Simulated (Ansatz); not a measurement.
Basis-set series for C$_{3}$H$_{6}$SSi, SMILES `C[SiH]1C=CS1`. Charge 0, multiplicity 1. All single points use the PBE0-D4/def2-TZVP geometry.

Z-matrix (Å, degrees):
```
Si
C 1 1.844
C 1 2.367 2 34.4
C 1 1.858 2 119.6 3 -114.2
S 1 2.179 2 80.3 3 -0.6
H 1 1.487 2 116.1 3 109.4
H 2 1.082 1 140.0 3 -178.5
H 3 1.088 2 128.5 1 -178.9
H 4 1.093 1 110.6 2 164.1
H 4 1.094 1 110.2 2 -76.5
H 4 1.091 1 110.5 2 43.7
```

```json
{"functional": "PBE0-D4", "basis": "def2-SVP", "functions": "108", "energy (Eh)": "-804.91367", "HOMO (eV)": "-6.29", "LUMO (eV)": "-0.31"}
{"functional": "PBE0-D4", "basis": "def2-TZVPP", "functions": "261", "energy (Eh)": "-805.28609", "HOMO (eV)": "-6.36", "LUMO (eV)": "-0.49"}
{"functional": "ωB97M-V", "basis": "def2-SVP", "functions": "108", "energy (Eh)": "-805.20307", "HOMO (eV)": "-8.37", "LUMO (eV)": "1.85"}
{"functional": "ωB97M-V", "basis": "def2-TZVPP", "functions": "261", "energy (Eh)": "-805.58164", "HOMO (eV)": "-8.47", "LUMO (eV)": "1.53"}
```

(1) Give the rows for def2-QZVPP. (Estimate.)

## Answers

(1) Computed: 
| functional | basis | functions | energy (Eh) | HOMO (eV) | LUMO (eV) |
| --- | --- | --- | --- | --- | --- |
| PBE0-D4 | def2-QZVPP | 491 | -805.31442 | -6.39 | -0.55 |
| ωB97M-V | def2-QZVPP | 491 | -805.60833 | -8.50 | 1.28 |

Positive LUMOs are unbound and depend on the basis.
